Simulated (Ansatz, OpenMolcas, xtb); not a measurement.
**CH6FNSn (SMILES [CH3][SnH]([NH2])[F]): methods side by side**

CH6FNSn has 10 atoms, charge 0, and is taken as a singlet. As SMILES, `[CH3][SnH]([NH2])[F]`. The shape is that of a PBE0-D4/def2-TZVP optimisation. This is one conformer, not always the lowest.

```xyz
10

C    -1.0233    1.1869    0.3056
Sn   -0.0126   -0.4241   -0.6328
N     1.5222   -1.0852    0.4658
F    -1.3086   -1.8554   -0.5934
H    -1.1915    0.9354    1.3529
H    -0.4324    2.1007    0.2428
H    -1.9853    1.3425   -0.1813
H     0.4133   -0.3293   -2.2803
H     1.7197   -0.6107    1.3332
H     2.3816   -1.3120   -0.0097
```

Quantity: the HOMO–LUMO gap, in eV. The values are calculated.

```csv
level,kind,program,value (eV),CPU time
GFN0-xTB,semi-empirical,xtb,5.72,under 2 s
HF/def2-SVP (core potential),Hartree–Fock,Ansatz,14.35,16 s
SVWN5/def2-SVP (core potential),LDA,OpenMolcas,5.10,60 s
PBE/def2-SVP (core potential),GGA,OpenMolcas,5.12,82 s
M06-L/def2-SVP (core potential),meta-GGA,OpenMolcas,5.91,78 s
TPSS/def2-SVP (core potential),meta-GGA,OpenMolcas,5.38,81 s
B3LYP/def2-SVP (core potential),global hybrid,OpenMolcas,6.95,74 s
B2PLYP/def2-SVP (core potential),double hybrid,OpenMolcas,10.06,45 s
```

The values span 5.10 to 14.35 eV. Orbital gaps aren't excitation energies, and those of double hybrids come from the SCF part alone; they tend to grow with the share of exact exchange. Times are those of the runs behind each value, whatever else they computed, on shared processors of several kinds: orders of magnitude only.
